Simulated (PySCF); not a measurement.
Species: C₃H₁₂O₂Si₃.
InChI=1S/C3H12O2Si3/c1-3(2)7-5-8-4-6/h1,7-8H2,2,6H3

Torsions of this conformer, `[CH2:1]=[C:2]([CH3:3])[SiH2:4][O:5][SiH2:6][O:7][SiH3:8]`: C1–C2–Si4–O5 15°, C2–Si4–O5–Si6 62°, Si4–O5–Si6–O7 -4°, O5–Si6–O7–Si8 -23°.

The closed-shell ground state was solved at several levels (PySCF, density fitting, gas phase, non-relativistic). Geometry: PBE0-D3(BJ)/def2-SVP, one conformer, isolated molecule.

| level | basis functions | total energy (Eh) | HOMO (eV) | LUMO (eV) | gap (eV) | dipole (D) |
| --- | --- | --- | --- | --- | --- | --- |
| CAM-B3LYP/def2-SVPD | 274 | -1140.0475 | -9.00 | 0.59 | 9.59 | 1.33 |
| HF/pcSseg-1 | 217 | -1137.1894 | -10.08 | 3.39 | 13.47 | 1.45 |

(1) Estimate the row for PBE0/pcSseg-1, a basis of 217 functions; the other rows only guide the guess.

(2) Over all these levels, which gives the widest orbital gap and which the narrowest?

(3) How far do the dipole and the HOMO energy spread over the levels?

Answers

(1) Total energy -1139.8639 Eh, HOMO -7.69 eV, LUMO -0.42 eV, gap 7.27 eV, dipole 1.43 D.

(2) HF/pcSseg-1 (Hartree–Fock, all exact exchange) has the widest, 13.47 eV, and PBE0/pcSseg-1 (global hybrid, 25 % exact exchange) the narrowest, 7.27 eV. The two share the basis. From the narrowest to the widest the HOMO moves by -2.39 eV and the LUMO by +3.81 eV. The HOMO need not be the same orbital at Hartree–Fock and at DFT levels.

(3) The dipole runs from 1.33 to 1.45 D (mean 1.41 D) and the HOMO from -10.08 to -7.69 eV.
